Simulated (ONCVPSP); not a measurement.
Ti (Z = 22): ONCV pseudisation with PBE, scalar-relativistic reference atom.

Input for ONCVPSP 4.0.1:

```
# ATOM AND REFERENCE CONFIGURATION
# atsym  z   nc   nv     iexc    psfile
  Ti 22.00    3    4        4      upf
#
#   n    l    f
    1    0    2.00
    2    0    2.00
    2    1    6.00
    3    0    2.00
    3    1    6.00
    3    2    2.50
    4    0    1.50
#
# PSEUDOPOTENTIAL AND OPTIMIZATION
# lmax
    2
#
#   l,   rc,      ep,       ncon, nbas, qcut
    0    1.80    0.00    3    6    6.30
    1    0.95    0.00    3    6    9.90
    2    1.95    0.00    5    9    9.40
#
# LOCAL POTENTIAL
# lloc, lpopt,  rc(5),   dvloc0
    4    1    0.75    3.00
#
# VANDERBILT-KLEINMAN-BYLANDER PROJECTORs
# l, nproj, debl
    0    2    0.40
    1    2    3.10
    2    2    3.40
#
# MODEL CORE CHARGE
# icmod, fcfact, rcfact
    3    5.25    1.65
#
# LOG DERIVATIVE ANALYSIS
# epsh1, epsh2, depsh
   -4.00    5.00    0.02
#
# OUTPUT GRID
# rlmax, drl
    6.00    0.01
#
# TEST CONFIGURATIONS
# ncnf
    4
# nvcnf
#   n    l    f
    4
    3    0    2.00
    3    1    6.00
    3    2    2.00
    4    0    2.00
#
    4
    3    0    2.00
    3    1    6.00
    3    2    2.00
    4    0    1.00
#
    4
    3    0    2.00
    3    1    6.00
    3    2    2.00
    4    0    0.00
#
    5
    3    0    2.00
    3    1    6.00
    3    2    2.00
    4    0    1.00
    4    1    1.00
#
```

Command:

```bash
oncvpsp.x < Ti.dat > Ti.out
```

The program printed (shortened: citation, most of the input echo, consistency checks and plot data are left out):

```
ONCVPSP  (Optimized Norm-Conservinng Vanderbilt PSeudopotential)
scalar-relativistic version 4.0.1

#   n    l    f        energy (Ha)
    1    0    2.00    -1.7886014E+02
    2    0    2.00    -1.9652066E+01
    2    1    6.00    -1.6247329E+01
    3    0    2.00    -2.2320625E+00
    3    1    6.00    -1.3616967E+00
    3    2    2.50    -1.0607915E-01
    4    0    1.50    -1.4855157E-01

Reference configufation results
  iterations    29
  all-electron total energy (Ha)   -8.53551469D+02

Begin loop to  construct optimized pseudo wave functions
and semi-local pseudopoentials for all angular momenta

Calculating optimized projector #   1

 for l=   0

    Fraction of norm inside rc  0.963798
    Optimizing pswf for qcut=   6.29 a_B^-1,  ecut=  19.79 Ha
    Residual kinetic energy error=  2.33D-06 Ha

    Energy error per electron        Cutoff
         Ha          eV             Ha
         0.01000     0.27211        5.51
         0.00100     0.02721        7.41
         0.00010     0.00272       13.95
         0.00001     0.00027       17.32

Calculating optimized projector #   2

 for l=   0

    Fraction of norm inside rc  0.053553
    Optimizing pswf for qcut=   6.29 a_B^-1,  ecut=  19.79 Ha
    Residual kinetic energy error=  2.45D-06 Ha

    Energy error per electron        Cutoff
         Ha          eV             Ha
         0.01000     0.27211        4.02
         0.00100     0.02721        6.09
         0.00010     0.00272       13.82
         0.00001     0.00027       17.68

   Wellstate for l =  1  n =  5
     eigenvalue =   1.7383
     asymptotic potential =   2.2383
     half-point radius =  3.3910

Calculating optimized projector #   1

 for l=   1

    Fraction of norm inside rc  0.415131
    Optimizing pswf for qcut=   9.91 a_B^-1,  ecut=  49.07 Ha
    Residual kinetic energy error=  7.63D-05 Ha

    Energy error per electron        Cutoff
         Ha          eV             Ha
         0.01000     0.27211       14.73
         0.00100     0.02721       36.45
         0.00010     0.00272       47.75
         0.00001     0.00027      118.40

Calculating optimized projector #   2

 for l=   1

    Fraction of norm inside rc  0.050741
    Optimizing pswf for qcut=   9.91 a_B^-1,  ecut=  49.07 Ha
    Residual kinetic energy error=  3.58D-05 Ha

    Energy error per electron        Cutoff
         Ha          eV             Ha
         0.01000     0.27211       13.10
         0.00100     0.02721       20.27
         0.00010     0.00272       42.14
         0.00001     0.00027      161.07

   Wellstate for l =  2  n =  6
     eigenvalue =   3.2939
     asymptotic potential =   3.7939
     half-point radius =  3.9164

Calculating optimized projector #   1

 for l=   2

    Fraction of norm inside rc  0.674558
    Optimizing pswf for qcut=   9.41 a_B^-1,  ecut=  44.25 Ha
    Residual kinetic energy error=  7.57D-07 Ha

    Energy error per electron        Cutoff
         Ha          eV             Ha
         0.01000     0.27211       24.09
         0.00100     0.02721       29.87
         0.00010     0.00272       34.65
         0.00001     0.00027       38.48

Calculating optimized projector #   2

 for l=   2

    Fraction of norm inside rc  0.166101
    Optimizing pswf for qcut=   9.41 a_B^-1,  ecut=  44.25 Ha
    Residual kinetic energy error=  6.71D-06 Ha

    Energy error per electron        Cutoff
         Ha          eV             Ha
         0.01000     0.27211       28.57
         0.00100     0.02721       34.82
         0.00010     0.00272       39.42
         0.00001     0.00027       43.81

Construct Vanderbilt / Kleinmman-Bylander projectors

B matrix Hermiticity error, ll=   0
   1   2    1.2343E-04

  Orthonormal projector coefficients  9.5280E+00  1.2857E+00

B matrix Hermiticity error, ll=   1
   1   2   -2.7826E-04

  Orthonormal projector coefficients  7.2752E+00  1.0747E+00

B matrix Hermiticity error, ll=   2
   1   2    9.8058E-05

  Orthonormal projector coefficients -2.7058E+00 -1.7858E+00

Model core correction analysis
  based on d2Exc/dn_idn_j

d2excae - all-electron derivatives

   -4.136026D-02   -3.764151D-02   -2.233903D-02   -2.049909D-03
   -3.764192D-02   -3.552671D-02   -2.254342D-02   -2.548826D-03
   -2.233959D-02   -2.254374D-02   -2.091315D-02   -1.110384D-02
   -2.049473D-03   -2.547994D-03   -1.109918D-02   -3.108087D-02

d2excps - pseudofunction derivatives with no core correction

   -5.035019D-02   -3.837440D-02   -2.249726D-02   -2.837050D-03
   -3.837484D-02   -3.728987D-02   -2.440816D-02   -2.577283D-03
   -2.249722D-02   -2.440850D-02   -2.211285D-02   -1.100789D-02
   -2.837755D-03   -2.576463D-03   -1.100323D-02   -3.113406D-02

rms 2nd derivative error    2.432971E-03

rmatch, rhocmatch    0.5357   16.3289

Teter function model core charge with specified parameters

d2excps - pseudofunction derivatives with core correction

   -3.371326D-02   -3.178180D-02   -2.022416D-02   -1.712088D-03
   -3.178158D-02   -3.318356D-02   -2.288463D-02   -2.150158D-03
   -2.022421D-02   -2.288487D-02   -2.156960D-02   -1.085589D-02
   -1.711591D-03   -2.149301D-03   -1.085123D-02   -3.105802D-02

rms 2nd derivative error    2.988809E-03

Pseudoatom total energy  -58.531536

Diagnostic tests using Vanderbilt-Kleinman-Bylander pseudopotentials
  1 or more projectors used as specified by nproj input data

   l    rcore       rmatch      e in        delta e   norm test  slope test

   0   1.8044255   1.8592118  -2.2320625   0.0000051   1.0001235   1.0001131
   0   1.8044255   1.8592118  -0.1485516   0.0000029   1.0000327   1.0000117

   1   0.9513822   0.9802682  -1.3616967   0.0000060   1.0001021   1.0002834
   1   0.9513822   0.9802682   1.7383033   0.0001712   1.0003631   1.0003631

   2   1.9503507   2.0095676  -0.1060791  -0.0000002   1.0000246   1.0000265
   2   1.9503507   2.0095676   3.2939209   0.0000268   1.0000773   1.0000773

 Testing for bound ghosts
   n   l    E NL Schr. Eq   E Basis Diag.   E Cutoff

   1   0       -2.232057       -2.231986     39.53
   2   0       -0.148549       -0.090219     39.53

   2   1       -1.361691       -1.346325    169.24

   3   2       -0.106079       -0.101814    116.46

 Testing for highly-localized positive-energy ghosts
       l    <radius>/rc     E Basis Diag.   E Cutoff

Test configuration 0

   n   l     f        eae           eps        diff
   1   0  2.0000 -178.86014353
   2   0  2.0000  -19.65206589
   2   1  6.0000  -16.24732936
   3   0  2.0000   -2.23206250   -2.23205740    5.10D-06
   3   1  6.0000   -1.36169673   -1.36169073    6.00D-06
   3   2  2.5000   -0.10607915   -0.10607931   -1.60D-07
   4   0  1.5000   -0.14855157   -0.14854867    2.90D-06

    Total energies and differences
      AE_ref= -8.53551469D+02  AE_tst= -8.53551469D+02  dif=  0.00D+00
      PS_ref= -5.85315363D+01  PS_tst= -5.85315363D+01  dif=  1.42D-14
      PSP excitation error= -1.42D-14

Test configuration 1

   n   l     f        eae           eps        diff
   1   0  2.0000 -178.92814636
   2   0  2.0000  -19.73206107
   2   1  6.0000  -16.32622220
   3   0  2.0000   -2.30174004   -2.30083158    9.08D-04
   3   1  6.0000   -1.42810959   -1.42753033    5.79D-04
   3   2  2.0000   -0.15651097   -0.15587126    6.40D-04
   4   0  2.0000   -0.16415853   -0.16423415   -7.56D-05

    Total energies and differences
      AE_ref= -8.53551469D+02  AE_tst= -8.53564434D+02  dif= -1.30D-02
      PS_ref= -5.85315363D+01  PS_tst= -5.85446749D+01  dif= -1.31D-02
      PSP excitation error=  1.74D-04

Test configuration 2

   n   l     f        eae           eps        diff
   1   0  2.0000 -179.19977875
   2   0  2.0000  -19.99822907
   2   1  6.0000  -16.59286259
   3   0  2.0000   -2.56945398   -2.56928363    1.70D-04
   3   1  6.0000   -1.69605428   -1.69572967    3.25D-04
   3   2  2.0000   -0.41776036   -0.41722370    5.37D-04
   4   0  1.0000   -0.38038938   -0.38046090   -7.15D-05

    Total energies and differences
      AE_ref= -8.53551469D+02  AE_tst= -8.53294436D+02  dif=  2.57D-01
      PS_ref= -5.85315363D+01  PS_tst= -5.82745859D+01  dif=  2.57D-01
      PSP excitation error=  8.32D-05

Test configuration 3

   n   l     f        eae           eps        diff
   1   0  2.0000 -179.52514372
   2   0  2.0000  -20.31618171
   2   1  6.0000  -16.91144416
   3   0  2.0000   -2.88664728   -2.88796599   -1.32D-03
   3   1  6.0000   -2.01257144   -2.01281227   -2.41D-04
   3   2  2.0000   -0.72322626   -0.72294669    2.80D-04

    Total energies and differences
      AE_ref= -8.53551469D+02  AE_tst= -8.52795674D+02  dif=  7.56D-01
      PS_ref= -5.85315363D+01  PS_tst= -5.77756860D+01  dif=  7.56D-01
      PSP excitation error= -5.52D-05

Test configuration 4

   n   l     f        eae           eps        diff
   1   0  2.0000 -178.97807165
   2   0  2.0000  -19.77978906
   2   1  6.0000  -16.37406043
   3   0  2.0000   -2.35091144   -2.35069797    2.13D-04
   3   1  6.0000   -1.47723523   -1.47688616    3.49D-04
   3   2  2.0000   -0.20159744   -0.20099878    5.99D-04
   4   0  1.0000   -0.19197930   -0.19204793   -6.86D-05
   4   1  1.0000   -0.07624460   -0.07626429   -1.97D-05

    Total energies and differences
      AE_ref= -8.53551469D+02  AE_tst= -8.53451395D+02  dif=  1.00D-01
      PS_ref= -5.85315363D+01  PS_tst= -5.84315871D+01  dif=  9.99D-02
      PSP excitation error=  1.25D-04
```

The run took about 5 s on one core of a shared server CPU.
